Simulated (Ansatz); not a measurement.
Species: C$_{4}$H$_{5}$S, SMILES `c1cc[sH+]c1` (charge 1, multiplicity 1).

Q: Give a relaxed geometry from B3LYP-D3(BJ)/def2-TZVP run with Ansatz (a quantum-chemistry and plane-wave program).

A: the end point of this relaxation (outside a Z-matrix the atoms follow the SMILES, hydrogens last).
Cartesian coordinates (Å) in one orientation:
```xyz
10

C     -1.053    -0.500     0.022
C      0.258    -1.136    -0.037
C      1.281    -0.283    -0.178
S      0.643     1.359    -0.378
C     -1.024     0.835    -0.075
H     -1.971    -1.060     0.136
H      0.394    -2.207     0.030
H      2.341    -0.455    -0.270
H      0.951     1.884     0.835
H     -1.819     1.563    -0.084
```
